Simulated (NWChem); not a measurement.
System: SiNH₃ClF; SMILES N[Si@H](F)Cl

Input file for NWChem:

```
start job
memory heap 200 mb stack 900 mb global 1100 mb
geometry units angstroms noautosym nocenter noautoz
  N      1.432077    -1.086854    -0.081692
  Si    -0.056559    -0.414592     0.376986
  F     -1.315078    -0.912181    -0.516782
  Cl     0.047587     1.615809     0.086536
  H      1.939575    -0.763262    -0.896654
  H      1.700267    -2.023264     0.196992
  H     -0.376103    -0.758526     1.777403
end
basis spherical
  * library sto-3g
end
dft
  xc hfexch
  iterations 150
end
property
  shielding
end
task dft property
```

Parts of the log:

```
             Northwest Computational Chemistry Package (NWChem) 7.3.0
             --------------------------------------------------------

                             Geometry "geometry" -> ""
                             -------------------------

 Output coordinates in angstroms (scale by  1.889725989 to convert to a.u.)

  No.       Tag          Charge          X              Y              Z
 ---- ---------------- ---------- -------------- -------------- --------------
    1 N                    7.0000     1.43207700    -1.08685400    -0.08169200
    2 Si                  14.0000    -0.05655900    -0.41459200     0.37698600
    3 F                    9.0000    -1.31507800    -0.91218100    -0.51678200
    4 Cl                  17.0000     0.04758700     1.61580900     0.08653600
    5 H                    1.0000     1.93957500    -0.76326200    -0.89665400
    6 H                    1.0000     1.70026700    -2.02326400     0.19699200
    7 H                    1.0000    -0.37610300    -0.75852600     1.77740300

 Effective nuclear repulsion energy (a.u.)     226.7869223490

  xc_inp: hfexch multiplicative factor not found.
                              NWChem Property Module
                              ----------------------

  itol2e modified to match energy
  convergence criterion.

                                 NWChem DFT Module
                                 -----------------

 Summary of "ao basis" -> "ao basis" (spherical)
 ------------------------------------------------------------------------------
       Tag                 Description            Shells   Functions and Types
 ---------------- ------------------------------  ------  ---------------------
 N                           sto-3g                  3        5   2s1p
 Si                          sto-3g                  5        9   3s2p
 F                           sto-3g                  3        5   2s1p
 Cl                          sto-3g                  5        9   3s2p
 H                           sto-3g                  1        1   1s

  itol2e modified to match energy
  convergence criterion.

            General Information
            -------------------
          SCF calculation type: DFT
          Wavefunction type:  closed shell.
          No. of atoms     :     7
          No. of electrons :    50
           Alpha electrons :    25
            Beta electrons :    25
          Charge           :     0
          Spin multiplicity:     1
          Use of symmetry is: off; symmetry adaption is: off
          Maximum number of iterations: 150
          AO basis - number of functions:    31
                     number of shells:    19
          Convergence on energy requested:  1.00D-07
          Convergence on density requested:  1.00D-05
          Convergence on gradient requested:  5.00D-04

              XC Information
              --------------
                     Hartree-Fock (Exact) Exchange  1.000

      Superposition of Atomic Density Guess
      -------------------------------------

 Sum of atomic energies:        -893.01991443

      Non-variational initial energy
      ------------------------------

 Total energy =    -893.206243
 1-e energy   =   -1696.382078
 2-e energy   =     576.388913
 HOMO         =      -0.155266
 LUMO         =       0.328472

   convergence    iter        energy       DeltaE   RMS-Dens  Diis-err
 ---------------- ----- ----------------- --------- --------- ---------
 d= 0,ls=0.0,diis     1   -893.7129697413 -1.12D+03  2.89D-02  3.69D-01
 d= 0,ls=0.0,diis     2   -893.7964525649 -8.35D-02  4.82D-03  1.39D-02
 d= 0,ls=0.0,diis     3   -893.7994928118 -3.04D-03  2.32D-03  9.54D-04
 d= 0,ls=0.0,diis     4   -893.7998831070 -3.90D-04  3.94D-04  2.79D-05
 d= 0,ls=0.0,diis     5   -893.7998947632 -1.17D-05  9.28D-05  1.56D-06
 d= 0,ls=0.0,diis     6   -893.7998953682 -6.05D-07  1.83D-05  7.03D-08
 d= 0,ls=0.0,diis     7   -893.7998953936 -2.54D-08  4.03D-06  3.13D-09

[...]

          -----------------------------------------
          Chemical Shielding Tensors (GIAO, in ppm)
          -----------------------------------------

                                NWChem CPHF Module
                                ------------------

  scftype          =     RHF
  nclosed          =       25
  nopen            =        0
  variables        =      150
  # of vectors     =        3
  tolerance        = 0.10D-03
  level shift      = 0.00D+00
  max iterations   =       50
  max subspace     =       30

 SCF residual:    2.3587437722318684E-005

Iterative solution of linear equations
  No. of variables      150
  No. of equations        3
  Maximum subspace       30
        Iterations       50
       Convergence  1.0D-04

   iter   nsub   residual    time
   ----  ------  --------  ---------
     1      3    1.20D+00       1.3
     2      6    5.07D-02       1.5
     3      9    1.18D-02       1.7
     4     12    2.75D-03       1.9
     5     15    4.22D-04       2.1
     6     18    6.31D-05       2.2

      Atom:    1  N
        Diamagnetic
    320.6259    -12.1374    -11.8645
    -12.1374    315.5831     -6.2316
    -11.8645     -6.2316    306.6227

        Paramagnetic
     -4.6860     19.5662     -4.5713
     19.5662     66.5957    -37.3687
     -4.5713    -37.3687     46.8387

        Total Shielding Tensor
    315.9399      7.4288    -16.4358
      7.4288    382.1788    -43.6003
    -16.4358    -43.6003    353.4614

           isotropic =     350.5267
          anisotropy =      98.4933

          Principal Components and Axis System
                 1           2           3
              416.1889    327.4948    307.8965

      1         0.1555     -0.5260      0.8361
      2         0.7916      0.5727      0.2131
      3        -0.5910      0.6287      0.5055

      Atom:    2  Si
        Diamagnetic
    865.9930     -0.2834      0.8890
     -0.2834    869.8448      0.2295
      0.8890      0.2295    860.7504

        Paramagnetic
   -273.1554     -0.0688     14.2946
     -0.0688   -281.4890     20.6485
     14.2946     20.6485   -309.8212

        Total Shielding Tensor
    592.8376     -0.3522     15.1836
     -0.3522    588.3558     20.8780
     15.1836     20.8780    550.9293

           isotropic =     577.3742
          anisotropy =      38.1215

          Principal Components and Axis System
                 1           2           3
              602.7885    591.3440    537.9900

      1         0.6492     -0.7184     -0.2498
      2         0.6205      0.6902     -0.3723
      3         0.4399      0.0867      0.8939

      Atom:    3  F
        Diamagnetic
    469.6406     11.9265     19.3202
     11.9265    447.2396      8.1006
     19.3202      8.1006    453.1770

        Paramagnetic
     16.8147    -66.5424    -90.0328
    -66.5424    180.3175    -37.2689
    -90.0328    -37.2689     75.9511

        Total Shielding Tensor
    486.4553    -54.6159    -70.7126
    -54.6159    627.5571    -29.1683
    -70.7126    -29.1683    529.1280

           isotropic =     547.7135
          anisotropy =     148.1657

          Principal Components and Axis System
                 1           2           3
              646.4906    580.5002    416.1496

      1        -0.3004     -0.5489      0.7800
      2         0.9522     -0.1248      0.2788
      3        -0.0557      0.8265      0.5602

      Atom:    4  Cl
        Diamagnetic
   1126.5278      0.1710     -0.1218
      0.1710   1137.9001     -1.2361
     -0.1218     -1.2361   1126.2271

        Paramagnetic
    166.7374     -8.5114      9.1383
     -8.5114    -24.3281     18.9177
      9.1383     18.9177    130.0788

        Total Shielding Tensor
   1293.2652     -8.3403      9.0165
     -8.3403   1113.5721     17.6816
      9.0165     17.6816   1256.3060

           isotropic =    1221.0477
          anisotropy =     111.5988

          Principal Components and Axis System
                 1           2           3
             1295.4470   1256.7647   1110.9316

      1         0.9765     -0.2092      0.0514
      2        -0.0240      0.1318      0.9910
      3         0.2141      0.9689     -0.1237

      Atom:    5  H
        Diamagnetic
     31.7036      0.1751    -10.1916
      0.1751     26.2850     -4.0523
    -10.1916     -4.0523     33.9379

        Paramagnetic
      1.9898      0.3835      0.1435
      0.3835      4.2768     -1.7026
      0.1435     -1.7026      3.4515

        Total Shielding Tensor
     33.6935      0.5586    -10.0481
      0.5586     30.5618     -5.7549
    -10.0481     -5.7549     37.3893

           isotropic =      33.8816
          anisotropy =      19.9394

          Principal Components and Axis System
                 1           2           3
               47.1745     30.9161     23.5541

      1        -0.5806     -0.5439      0.6059
      2        -0.2839      0.8327      0.4755
      3         0.7631     -0.1041      0.6378

      Atom:    6  H
        Diamagnetic
     27.8285     -7.7799      0.1759
     -7.7799     40.3202     -4.9151
      0.1759     -4.9151     24.2394

        Paramagnetic
      2.0985      0.8995     -0.3826
      0.8995      4.1396     -1.6453
     -0.3826     -1.6453      3.4182

        Total Shielding Tensor
     29.9270     -6.8803     -0.2067
     -6.8803     44.4597     -6.5604
     -0.2067     -6.5604     27.6576

           isotropic =      34.0148
          anisotropy =      22.3709

          Principal Components and Axis System
                 1           2           3
               48.9287     29.1486     23.9670

      1        -0.3246      0.8017      0.5020
      2         0.9047      0.1084      0.4120
      3        -0.2759     -0.5879      0.7605

      Atom:    7  H
        Diamagnetic
     26.8645      0.6975     -3.3886
      0.6975     28.1507     -3.9397
     -3.3886     -3.9397     39.0662

[...]
```

Level: Hartree-Fock/STO-3G, GIAO. STO-3G and 3-21G are far too small for this property and stand as cheap habits. The geometry was optimised at PBE0/def2-SVP. The printed shielding anisotropy is the first printed principal value minus the mean of the other two.
